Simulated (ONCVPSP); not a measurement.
# beryllium: excitation energies, all-electron against ONCV

* Element: beryllium
* Generator: ONCVPSP 4.0.1
* Type: optimised norm-conserving Vanderbilt (ONCV)
* Functional: LDA (Perdew-Wang 92)
* Relativity: scalar-relativistic
* Frozen core: [He]
* Valence charge: 2
* Reference configuration: 2s1.5 2p0.5
* Partial waves: 2s: rc 2.10 bohr, ncon 3, nbas 7, qcut 3.2 1/bohr, 3 projectors, debl 0.5 Ha; 2p: rc 4.00 bohr, ncon 4, nbas 7, qcut 3.2 1/bohr, 2 projectors, debl 3.9 Ha
* Local potential: polynomial inside 1.65 bohr (lpopt 4, dvloc0 1 Ha)
* Core correction: none

Energies are relative to the spin-unpolarised reference configuration 2s1.5 2p0.5; without spin polarisation the order of configurations can differ from experiment.

| valence configuration | charge | ΔE all-electron (eV) | error AE − PS (meV) |
| --- | --- | --- | --- |
| 2s2 2p0 | 0 | -1.754 | -4.3 |
| 2s0 2p1 | +1 | 11.572 | -142 |

Task: What are ΔE and the potential's error for 2s1 2p0?

Result: ΔE = 7.759 eV all-electron; the error (AE − PS) is +49 meV.

Task: What are ΔE and the potential's error for 2s1.5 2p0?

Result: ΔE = 1.994 eV all-electron; the error (AE − PS) is +15 meV.
